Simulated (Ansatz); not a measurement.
Reactions of BClO (`O=BCl`).

Calculated with Ansatz (gas phase, PBE0-D4/def2-TZVP geometries, no zero-point term in ΔE). CBS: MP2 limit from def2 TZ/QZ plus the TZ coupled-cluster correction, frozen cores. Small cases extrapolate CCSD(T) itself. Functionals use def2-TZVPP. Open shells (•) are unrestricted, without spin–orbit coupling. Spin–orbit coupling would lower the free atoms: a little for B, Cl, O. One conformer a species, not always the lowest.

```
                               reaction  PBE0-D4 (kJ/mol)  ωB97X-V (kJ/mol)
     `O=BCl` + `O=BO` → `O=BOB=O` + HCl                 1                -1
               `O=BCl` → `[B]=O`• + Cl•               514               519
                `O=BCl` → B• + Cl• + O•              1330              1319
           `O=BCl` + H–F → `O=BF` + HCl               -28               -33
           `O=BCl` + H₂O → `O=BO` + HCl               -26               -29
`O=BCl` + `OB(S)S` → `O=BO` + `SB(S)Cl`                 3                 7
```

Question: Give the CCSD(T)/CBS values in the same order. (Estimate.)

Answer: Computed: -2, 507, 1317, -29, -25, 6 kJ/mol.

Largest T1 diagnostic: 0.029, for `[B]=O`•, so its coupled-cluster energy is less sure.

Extrapolated directly: `O=BCl` → `[B]=O`• + Cl•; `O=BCl` → B• + Cl• + O•; `O=BCl` + H–F → `O=BF` + HCl; `O=BCl` + H₂O → `O=BO` + HCl.
